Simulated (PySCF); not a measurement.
C5H7F, SMILES C=C1CC[C@@H]1F.

Coordinates come from a ωB97X-D3(BJ)/def2-SVP optimisation. The structure was generated by enumeration; whether it is a known compound was not checked.

Vertical ionisation energy (IE) and electron affinity (EA) in eV. Rows of orbital energies are one-electron estimates. Where ΔSCF, EOM or ADC give a negative EA the extra electron is unbound and the value depends on the basis.

```tsv
level	IE	EA
−ε(HOMO), −ε(LUMO), CAM-B3LYP/def2-TZVP (PySCF)	8.78	-0.90
−ε(HOMO), −ε(LUMO), PBE/def2-TZVP (PySCF)	[?]	[?]
```

**Question.** Some entries are withheld; supply them. (An estimate is asked for; the answer gives what the named calculation found.)

**Answer.** 
- −ε(HOMO), −ε(LUMO), PBE/def2-TZVP (PySCF), IE: 6.29
- −ε(HOMO), −ε(LUMO), PBE/def2-TZVP (PySCF), EA: 1.20
